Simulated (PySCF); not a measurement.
Species: CoF2 (quartet state).
SMILES: `[F][Co][F]`

Method used: PBE0-D3(BJ)/def2-SVP geometry optimisation, gas phase (PySCF).

Masses are those of the commonest isotopes; rigid-rotor values at the optimised geometry. 

(1) What are the moment of inertia and the rotational constant?

## Answers

(1) I = 113.036 u·Å², B = 505379 MHz·u·Å²/I = 4471 MHz (0.1491 cm⁻¹, or 0.215 K as hB/k).

If the electronic state has orbital angular momentum about the axis (Π, Δ; not determined here), the simple ladder of levels BJ(J+1) doesn't apply.

PBE0-D3(BJ)/def2-SVP frequencies: not computed here. ⟨S²⟩ = 3.761 (exact for a quartet: 3.75). Constants of a rigid frame at the computed geometry: no zero-point averaging, no centrifugal distortion.


MnH (septet state).
SMILES: `[H][Mn]`

Computed with PySCF 2.14.0, PBE0-D3(BJ)/def2-SVP geometry optimisation, gas phase.

Masses are those of the commonest isotopes; rigid-rotor values at the optimised geometry. 

(1) What are the moment of inertia and the rotational constant?

Results:

(1) I = 3.052 u·Å², B = 505379 MHz·u·Å²/I = 165595 MHz (5.5236 cm⁻¹, or 7.947 K as hB/k). For two atoms I = μr² with μ = 0.9897 u and r = 1.7561 Å.

If the electronic state has orbital angular momentum about the axis (Π, Δ; not determined here), the simple ladder of levels BJ(J+1) doesn't apply.

No frequency check. ⟨S²⟩ = 12.002 (exact for a septet: 12.00). Constants of a rigid frame at the computed geometry: no zero-point averaging, no centrifugal distortion.
